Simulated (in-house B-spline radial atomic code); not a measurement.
A fraction x of an electron is removed from 4d in the tin ion Sn⁴⁺, starting from [Kr] 4d10 and keeping the highest spin. Computed with a B-spline radial code for spherical atoms: non-relativistic wB97X, spin-polarised, spherical fractional occupations, point nucleus.

Caution: exact exchange at fractional occupations of open shells leaves self-interaction of up to several eV.

```
   x  E(x) - E(0) (eV)  4d down level (eV)
   0            0.0000             -73.518
0.14           10.4504             -75.777
 0.3           22.7826             -78.380
0.44           33.9165             -80.678
 0.5           38.7869             -81.669
0.53           41.2444             -82.165
 0.7           55.4526             -84.994
0.81           64.9032             -86.837
0.95           77.2255             -89.199
   1           81.7067             -90.047
```

The exact functional would give a straight line between the two integer points. Deviations E(x) - E(0) - x[E(1) - E(0)], in eV: -0.989 at x = 0.14, -1.729 at x = 0.3, -2.034 at x = 0.44, -2.066 at x = 0.5, -2.06 at x = 0.53, -1.742 at x = 0.7, -1.279 at x = 0.81, -0.396 at x = 0.95.

The curve lies below the straight line by up to 2.066 eV (at x = 0.5): convex, the delocalisation error, to which spherically averaged exact exchange adds.

Problem. How well does Slater's transition state (minus the level at half occupation) give the ionisation energy?

Solution. It gives 81.669 eV against 81.707 eV from the two total energies; NIST lists 77.03 eV, ground level to ground level. The end point has an open shell averaged over its orbitals, so its exact exchange keeps a self-interaction and this is no true integer point.
